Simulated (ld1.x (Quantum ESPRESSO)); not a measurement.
# Varying the TM potential for In

Base potential:

In (Z = 49), norm-conserving Troullier–Martins (Kleinman–Bylander form), made with ld1.x (Quantum ESPRESSO) 7.5 (PBE, scalar-relativistic). Core [Kr], reference 4d10 5s2 5p1. Waves: 5p (bound): rc 2.50 bohr; 4d (bound): rc 1.70 bohr; 5s (bound): rc 2.25 bohr. Local part: the s channel. Core correction: a·sin(br)/r model core, default radius (core density twice the valence density).

All-electron outer shells of the reference configuration (PBE, scalar-relativistic, ld1.x):

```csv
shell,level (eV),outermost node (bohr),outermost maximum (bohr)
4s,-119.66,0.41,0.77
4p,-78.13,0.42,0.82
4d,-18.62,0.40,0.94
5s,-8.21,1.02,2.16
5p,-2.52,1.14,2.85
```

Cutoffs, loose and tight: the cutoffs (Ry, on a coarse ladder) from which the occupation-weighted sum of valence levels, in a spherical-Bessel basis at the reference potential, stays within 10 and 1 mRy of its value at 400 Ry. They do not see the model core or the augmentation charge, which bear on the density cutoff. Test errors are all-electron minus pseudo excitation energies from the reference, over the configurations 4d10 5s2 5p0; 4d10 5s1 5p0; 4d10 5s0 5p0; 4d10 5s1 5p2; 4d10 5s1 5p1; 4d9 5s0 5p0; 4d10 5s2 5p1.3. A dash means not determined; rows that change the core or the reference have their own tests.

A true bound ghost makes a file unfit for plane-wave use even where its test errors are small: the radial tests pick states by their node count and pass the ghost by.

| change | outcome | cutoff, loose | cutoff, tight | bound ghosts | largest test error (meV) |
| --- | --- | --- | --- | --- | --- |
| base | generated | 70 Ry | 120 Ry | none | -292 |
| wave 5p (bound): rc 2.50 bohr becomes 5p (bound): rc 1.76 bohr | generated | 70 Ry | 120 Ry | p | -336 |
| wave 5p (bound): rc 2.50 bohr becomes 5p (bound): rc 1.94 bohr | generated | 70 Ry | 120 Ry | none | -316 |
| wave 5p (bound): rc 2.50 bohr becomes 5p (bound): rc 2.36 bohr | generated | 70 Ry | 120 Ry | none | -293 |
| wave 5p (bound): rc 2.50 bohr becomes 5p (bound): rc 2.72 bohr | generated | 70 Ry | 120 Ry | none | -298 |
| wave 5p (bound): rc 2.50 bohr becomes 5p (bound): rc 3.08 bohr | generated | 70 Ry | 120 Ry | none | -324 |
| wave 5p (bound): rc 2.50 bohr becomes 5p (bound): rc 3.28 bohr | generated | 70 Ry | 120 Ry | none | -340 |
| wave 5p (bound): rc 2.50 bohr becomes 5p (bound): rc 3.74 bohr | generated | 70 Ry | 120 Ry | none | -390 |

Reading the sweep of the p radius (base included, trends over the rows without a ghost): The loose cutoff stays near 70 Ry. The median size of the test errors (rows with all tests solved) is not monotonic: lowest 2.8 meV at 3.08 bohr, highest 6.3 meV at 3.74 bohr. Bound ghosts are found at 1.76 bohr.
